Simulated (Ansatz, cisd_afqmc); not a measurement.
Species: GaH₂Cl, charge 0, singlet. GaH2Cl (SMILES [Cl][GaH2]).
B3LYP-D3(BJ)/def2-TZVP minimum from Ansatz (a program for electronic structure):
```
Ga
H 1 1.5569
H 1 1.5569 2 129.92
Cl 1 2.1661 2 115.04 3 180.00
```

Atomisation energy term by term, kcal/mol (programs: Ansatz, cisd_afqmc). Radicals and triplets start from unrestricted determinants; spin-orbit coupling is neglected. Correlated methods leave the cores frozen (noble-gas shells, and filled d and f shells in the p block). No relativity. AFQMC/CISD: phaseless, guided by CISD from CCSD amplitudes; bars are statistical, one sigma. Outlying blocks are dropped, and bars are widened where a walk drifts. Over all cases where full CI ran beside it in this data, AFQMC minus full CI had a median of +0.1 mEh and passed +0.4 mEh in a tenth of the cases. CBS(X,Y): correlation extrapolated as X^-3, Hartree-Fock from the larger set. A bracket is a step between two methods taken in the basis named. Where a partner has so few electrons that a lower coupled-cluster level is exact, that level stands in.

```csv
term,basis,kcal/mol
Hartree-Fock,def2-QZVPP,170.74
CCSD correlation,"CBS(def2-TZVPP,def2-QZVPP)",50.78
(T),"CBS(def2-TZVPP,def2-QZVPP)",2.99
CCSDT(Q) - CCSD(T),def2-TZVPP,0.07
CCSDTQ - CCSDT(Q),def2-SVP,-0.01
sum: De,,224.6
```

The step beyond CCSD(T) by other levels: CCSDTQ in def2-SVP 0.23; AFQMC/CISD in def2-SVP 0.20 ± 0.19; CCSDT(Q) in def2-SVP 0.24 kcal/mol.
